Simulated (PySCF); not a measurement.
Species: CH8NPSi3.
Numbering: `[N:1]#[C:2][SiH2:3][P:4]([SiH3:5])[SiH3:6]` (hydrogens: H7, H8 on Si3; H9, H10, H11 on Si5; H12, H13, H14 on Si6)

Cartesian coordinates in Å at the GFN2-xTB level; atoms count from 1:
```xyz
14
CH8NPSi3 angstrom
N     -2.5039   -1.1405   -1.3945
C     -1.7499   -1.3950   -0.5697
Si    -0.4595   -1.6924    0.7497
P      0.9713    0.0082    0.8301
Si    -0.3889    1.7637    1.0539
Si     1.6346    0.1735   -1.2946
H     -1.1817   -1.7907    2.0175
H      0.2471   -2.9141    0.3667
H      0.4742    2.9417    1.0448
H     -1.3774    1.8390   -0.0216
H     -1.0519    1.5974    2.3457
H      2.5328    1.3240   -1.3443
H      0.5105    0.3548   -2.2127
H      2.3420   -1.0700   -1.5932
```

Computed at PBE0/pcSseg-1 (PySCF, non-relativistic), with Q(14N) = 0.02044 b: N1, 14N (I = 1): χzz = -5.529 MHz, η = 0.016.

(1) Where would the pure quadrupole (NQR) lines of 14N at N1 fall for the rigid, isolated species?

Results:

(1) From ν± = (3/4)|χ|(1 ± η/3) and ν0 = |χ|η/2: ν+ 4.169 MHz, ν− 4.124 MHz, ν0 0.045 MHz (cyano nitrogen).

In a crystal, neighbours and librations shift these lines. GFN2-xTB bond lengths can be off by several hundredths of an ångström, more for odd bonds, and the gradients follow them. The small basis limits the accuracy of the gradients.

One conformer stands for the species.
